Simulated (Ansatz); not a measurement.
One change: `O[SiH]1OCO1` becomes `C1O[SiH2]O1`.

Ansatz, PBE0-D4/def2-TZVP geometries, multiplicity 1. Each molecule was computed in one conformer, which needn't be the lowest.

```json
{"property": "size of the dipole moment (PBE/def2-TZVPP) / D", "`O[SiH]1OCO1`": "1.14"}
{"property": "HOMO energy (ωB97M-V/def2-TZVPP) / eV", "`O[SiH]1OCO1`": "-10.73"}
{"property": "HOMO energy (PBE0/def2-TZVPP) / eV", "`O[SiH]1OCO1`": "-8.34"}
{"property": "HOMO energy (B3LYP/def2-TZVPP) / eV", "`O[SiH]1OCO1`": "-8.12"}
{"property": "HOMO–LUMO gap (PBE/def2-TZVPP) / eV", "`O[SiH]1OCO1`": "6.45"}
{"property": "LUMO energy (ωB97M-V/def2-TZVPP) / eV", "`O[SiH]1OCO1`": "2.17"}
```

(1) What does the change do to each property? (Best estimate.)

Results:

(1) Computed: 
```json
{"property": "size of the dipole moment (PBE/def2-TZVPP) / D", "`C1O[SiH2]O1`": "0.27", "shift": "-0.87"}
{"property": "HOMO energy (ωB97M-V/def2-TZVPP) / eV", "`C1O[SiH2]O1`": "-10.35", "shift": "0.38"}
{"property": "HOMO energy (PBE0/def2-TZVPP) / eV", "`C1O[SiH2]O1`": "-8.01", "shift": "0.33"}
{"property": "HOMO energy (B3LYP/def2-TZVPP) / eV", "`C1O[SiH2]O1`": "-7.82", "shift": "0.30"}
{"property": "HOMO–LUMO gap (PBE/def2-TZVPP) / eV", "`C1O[SiH2]O1`": "5.04", "shift": "-1.41"}
{"property": "LUMO energy (ωB97M-V/def2-TZVPP) / eV", "`C1O[SiH2]O1`": "1.23", "shift": "-0.94"}
```

With PBE0 the HOMO rises by 0.33 eV and the LUMO falls by 1.16 eV, so the gap narrows by about 1.49 eV. PBE moves the HOMO by 0.27 eV and ωB97M-V by 0.38 eV. The zero-point energy changes by -17.9 kJ/mol with -3 modes. Dipoles are sizes alone; their direction can turn.

B3LYP here is the variant with VWN-RPA as its local correlation; programs differ in this.
